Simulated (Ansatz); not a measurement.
Cartesian coordinates in Å:
```
C -1.719 1.128 -1.730
O -1.156 -0.023 -1.142
Si 0.000 0.000 0.000
O -0.501 0.530 1.452
C -1.365 -0.183 2.308
O 0.503 -1.532 0.200
C 0.844 -2.404 -0.855
O 1.154 1.024 -0.510
C 2.240 1.459 0.278
H -2.277 1.717 -0.995
H -2.407 0.808 -2.514
H -0.947 1.763 -2.175
H -1.462 0.378 3.238
H -0.967 -1.177 2.532
H -2.359 -0.296 1.863
H 0.019 -2.506 -1.566
H 1.728 -2.048 -1.393
H 1.067 -3.383 -0.428
H 2.908 0.628 0.525
H 1.895 1.920 1.208
H 2.802 2.198 -0.296
```

Total charge 0; spin multiplicity 1.

Question: List the r2SCAN/def2-TZVPP orbital energies in eV (Ansatz 0.2.0). (An estimate is asked.)

Answer: Ansatz gave: Occupied: -1791.97, -515.60, -515.60, -515.60, -515.60, -274.20, -274.20, -274.20, -274.20, -142.17, -97.05, -97.05, -97.04, -27.27, -26.38, -26.38, -26.31, -18.12, -17.57, -17.57, -17.50, -13.71, -12.47, -12.47, -12.29, -11.44, -11.43, -11.25, -11.25, -11.12, -10.86, -10.86, -10.78, -8.08, -8.08, -7.62, -7.62, -7.34, -7.09, -6.82, -6.82. Lowest empty: 0.82, 1.76, 1.84, 1.84, 2.21, 2.42, 2.95, 2.95.
